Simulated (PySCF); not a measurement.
# Finite-field polarisability of Ar (argon, neutral)

[Ar], closed-shell 1S. Calculation: PySCF 2.14, in aug-cc-pCVTZ-DK with one added diffuse shell each of s, p, d, f type (9s8p6d4f, 91 functions); the spin-free X2C one-electron Hamiltonian (Gaussian nucleus). Frozen: [Ne]. Energy changes in a uniform field (μhartree):

| axis | F (au) | HF | MP2 | CCSD | CCSD(T) |
| --- | --- | --- | --- | --- | --- |
| x | 0.0043 | -99.617 | -103.865 | -103.139 | -104.027 |
| x | 0.0086 | -398.612 | -415.643 | -412.730 | -416.292 |

Task: Derive α along x at CCSD(T) from the two fields.

Result: With ΔE = −αF²/2 − γF⁴/24, α = −(16 ΔE(F) − ΔE(2F))/(6F²) = 11.25 bohr³.

Task: And the mean polarisability at each level?

Result: HF 10.77, MP2 11.23, CCSD 11.15, CCSD(T) 11.25 bohr³. Reference: 11.083 ± 0.007 bohr³ (recommended; Schwerdtfeger and Nagle, table of static dipole polarizabilities (2023 update)).

The same two fields give the second hyperpolarisability, to two digits from the fit; its basis error is larger: HF 850, MP2 1100, CCSD 1000, CCSD(T) 1100 au.
